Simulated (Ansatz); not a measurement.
Geometry optimisation, RKS BLYP/STO-3G (Ansatz).

Input:

```yaml
crystal:
  periodic: [false, false, false]
  atoms:
    - { symbol: Si, position_ang: [-1.7827, -1.1957, 1.5727] }
    - { symbol: B, position_ang: [-0.3172, -0.0048, 1.1791] }
    - { symbol: O, position_ang: [0.8267, -0.5344, 0.4479] }
    - { symbol: C, position_ang: [0.7956, -0.3076, -0.931] }
    - { symbol: Si, position_ang: [1.4646, 1.3273, -1.4423] }
    - { symbol: H, position_ang: [-2.8483, -0.3731, 2.2994] }
    - { symbol: H, position_ang: [-1.3595, -2.2928, 2.3739] }
    - { symbol: H, position_ang: [-2.3637, -1.6188, 0.2892] }
    - { symbol: H, position_ang: [-0.3115, 1.1343, 1.6003] }
    - { symbol: H, position_ang: [1.3079, -1.0992, -1.4308] }
    - { symbol: H, position_ang: [-0.3362, -0.4055, -1.2842] }
    - { symbol: H, position_ang: [2.8859, 1.3984, -0.9749] }
    - { symbol: H, position_ang: [0.6592, 2.45, -0.8022] }
    - { symbol: H, position_ang: [1.3662, 1.4927, -2.8684] }
basis:
  gaussian: { orbitals: STO-3G }
hamiltonian:
  xc: blyp
relax:
  f_tol: 0.015
  max_steps: 40
```

Launched with:

```bash
$ ansatz run input.yaml --threads 1 --pin off --max-ram 2048MiB --backend cpu --events-out ev --progress --plain --runs-dir out
```

Where does it end, and by what steps?

The forces met the threshold. The force dipped under the threshold on the way, but the program's further checks kept it going. Limits of this set-up: minimal basis. After 33 steps the energy has fallen by 1.990 eV; O3 moved furthest, 1.53 Å.

```tsv
step	energy less start (eV)	largest force component (eV/Å)	accepted
0	0.0000	4.580	yes
2	-0.9551	1.089	yes
4	-1.4340	1.171	yes
6	-1.7390	0.497	yes
8	-1.9026	0.318	yes
10	-1.9505	0.403	yes
12	-1.9825	0.082	yes
14	-1.9852	0.081	yes
16	-1.9865	0.096	yes
18	-1.9881	0.005	yes
20	-1.9885	0.062	no
22	-1.9888	0.029	yes
24	-1.9890	0.003	yes
26	-1.9883	0.107	no
28	-1.9894	0.040	yes
30	-1.9896	0.017	yes
32	-1.9897	0.018	yes
33	-1.9897	0.009	yes
```

```xyz
14
Properties=species:S:1:pos:R:3
Si -1.777 -1.150 1.962
B -0.514 -0.264 0.715
O -0.325 -0.828 -0.510
C 0.628 -0.219 -1.520
Si 1.533 1.432 -1.144
H -2.839 -0.236 2.363
H -1.095 -1.556 3.186
H -2.415 -2.338 1.411
H 0.057 0.727 1.027
H 1.377 -1.022 -1.730
H 0.022 -0.111 -2.453
H 2.443 1.300 -0.019
H 0.589 2.514 -0.917
H 2.304 1.720 -2.344
```

Whether the end is a true minimum wasn't checked by a vibrational analysis.

Time of the run: 3.7 min on 1 thread of Intel(R) Xeon(R) Processor @ 2.50GHz (Skylake/Cascade Lake), on a shared host, peak memory 0.16 GiB.
